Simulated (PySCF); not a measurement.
Phosphasilene FPSiF2, F3PSi.
SMILES: `FP=[Si](F)F`

All values: CAM-B3LYP/def2-SVPD (PySCF, non-relativistic), on one gas-phase PBE0-D3(BJ)/def2-SVP geometry that isn't relaxed in the solvent. The solvent is an IEF-PCM continuum (van der Waals radii × 1.2), and excitations are vertical TDDFT with non-equilibrium linear response and a frozen core. The model holds no explicit solvent molecules, cavitation or dispersion.

Gas-phase singlets (H = HOMO, L = LUMO):

| state | E (eV) | λ (nm) | f | leading configuration |
| --- | --- | --- | --- | --- |
| S1 | 3.089 | 401 | 0.007 | H→L 81% |
| S2 | 3.927 | 316 | 0.027 | H→L+2 79% |
| S3 | 4.577 | 271 | 0.060 | H→L+1 76% |
| S4 | 5.704 | 217 | 0.045 | H-1→L+2 55% |
| S5 | 6.291 | 197 | 0.031 | H-1→L+1 91% |

Problem. What are the lowest 5 singlets in benzene (ε = 2.271)?

Solution. 
| state | E (eV) | λ (nm) | f | leading configuration | change by rank (eV) |
| --- | --- | --- | --- | --- | --- |
| S1 | 3.067 | 404 | 0.009 | H→L 83% | -0.022 |
| S2 | 3.919 | 316 | 0.034 | H→L+2 80% | -0.008 |
| S3 | 4.524 | 274 | 0.097 | H→L+1 79% | -0.053 |
| S4 | 5.667 | 219 | 0.079 | H-1→L+2 45% | -0.037 |
| S5 | 6.287 | 197 | 0.046 | H-1→L+1 92% | -0.004 |

Problem. How do the frontier levels move from gas to benzene?

Solution. 
```csv
orbital,gas (eV),solvent (eV),change (eV)
LUMO+2,-0.61,-0.49,+0.12
LUMO+1,-0.63,-0.50,+0.13
LUMO,-1.12,-1.01,+0.11
HOMO,-8.16,-8.07,+0.09
HOMO-1,-10.34,-10.25,+0.09
HOMO-2,-14.24,-14.20,+0.04
HOMO-3,-14.48,-14.46,+0.02
```

The HOMO–LUMO gap goes from 7.04 to 7.06 eV.
